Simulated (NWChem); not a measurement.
# CrNH$_{2}$O$_{2}$Cl; SMILES [NH]=[Cr](=[O])([OH])[Cl]

```xyz
7

Cr     0.0538    -0.3349     0.0316
O      0.8437    -0.7723     1.2971
N      0.8379    -0.8044    -1.3110
H      1.7485    -1.2794    -1.4443
Cl    -0.0873     1.8210    -0.0048
O     -1.5403    -1.0579     0.0494
H     -1.8486    -1.3679    -0.8268
```
Atoms are numbered in this order, from 1.

Results from NWChem. Geometry: optimised at PBE-D3(BJ)/def2-SVP.

**Question.** Among these, which level gives the highest value of “highest occupied level (eV)”?
A) TPSS/aug-pcseg-1
B) TPSS/STO-3G
C) TPSS/pcseg-1
D) TPSS/pcseg-2

**Answer.** B, TPSS/STO-3G. Values: TPSS/pcseg-1 -7.51; TPSS/aug-pcseg-1 -7.50; TPSS/pcseg-2 -7.46; TPSS/STO-3G -4.21
